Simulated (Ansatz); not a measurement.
The cluster Sb2As. The state is a doublet with charge 0. Geometry PBE-D4/def2-TZVP, that of the charge +1 singlet; atoms count from 1.

```xyz
3

As    1.3249    0.4802    0.2633
Sb   -0.1384   -1.3087   -0.8194
Sb   -1.1865    0.8285    0.5561
```

In the def2 sets Sb takes a core potential; there is no spin–orbit coupling. The charge 0 doublet is spin-contaminated (final ⟨S²⟩ up to 0.89, 0.75 for a pure state). The structure comes from a short search, and lower isomers may exist.

Estimate the Mulliken populations from the PBE0/def2-TZVP orbitals of Ansatz.


```csv
atom,charge (e),spin (α − β)
As1,-0.12,-0.47
Sb2,0.06,0.74
Sb3,0.06,0.74
```
Mulliken values depend strongly on the basis.

Where does the spin sit?

Summed by element: As -0.47, Sb 1.47, of 1 unpaired in all. Largest on single atoms: Sb2 0.74, Sb3 0.74, As1 -0.47.

And the Mayer bond orders between heavy atoms (over 0.3)?

As1–Sb2 1.43 (2.55 Å); As1–Sb3 1.43 (2.55 Å); Sb2–Sb3 1.11 (2.75 Å).
